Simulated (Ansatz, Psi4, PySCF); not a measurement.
CH3Zn (SMILES [CH3][Zn+]), charge +1, singlet, at a GFN2-xTB geometry (such geometries of metal compounds can be far from the true shape). Base run: R2SCAN/6-31G* (PySCF).

Here is a job for PySCF.
```python
from pyscf import gto, scf, dft

mol = gto.Mole()
mol.atom = '''
    Zn   -0.349147   -0.201436   -0.266296
    C     1.093818    0.631067    0.834259
    H     1.595951   -0.202675    1.333759
    H     0.579404    1.302613    1.527921
    H     1.736138    1.156756    0.121630
'''
mol.basis = '6-31g*'
mol.charge = 1
mol.spin = 0
mol.verbose = 3
mol.build()

mf = dft.RKS(mol)
mf.xc = 'r2scan'
mf.kernel()
```

The same geometry, method and basis name were run in Ansatz (a quantum-chemistry and plane-wave program) and Psi4 and PySCF, at each program's defaults and at the settings that a row names. The base is PySCF at its defaults. Differences at the defaults can come from grids, fitting, cores and function types together.

```
code and settings                                                                             ΔE vs base (mEh)  basis functions       E (Eh)  SCF cycles
--------------------------------------------------------------------------------------------  ----------------  ---------------  -----------  ----------
PySCF, defaults (exact integrals, its default grid, spherical functions)                                 0.000               54  -1818.60540          10
Psi4, defaults (density fitting with its default set, its default grid, Cartesian functions)                 ?                ?            ?          10
Ansatz, defaults (factorised integrals, its default grid, Cartesian functions)                          -5.648               57  -1818.61105           -
PySCF, density fitting with def2-universal-jkfit                                                        -0.103               54  -1818.60550          10
PySCF, fine grid                                                                                        -0.041               54  -1818.60544          10
Psi4, exact integrals, spherical functions, fine grid                                                   -0.121               54  -1818.60552          13
Ansatz, high accuracy, Cartesian functions as the basis file defines them                               -5.647               57  -1818.61104           -
```

### Question
Fill in the missing entries.

### Answer

- Psi4, defaults (density fitting with its default set, its default grid, Cartesian functions), ΔE vs base (mEh): -7.568
- Psi4, defaults (density fitting with its default set, its default grid, Cartesian functions), basis functions: 60
- Psi4, defaults (density fitting with its default set, its default grid, Cartesian functions), E (Eh): -1818.61297
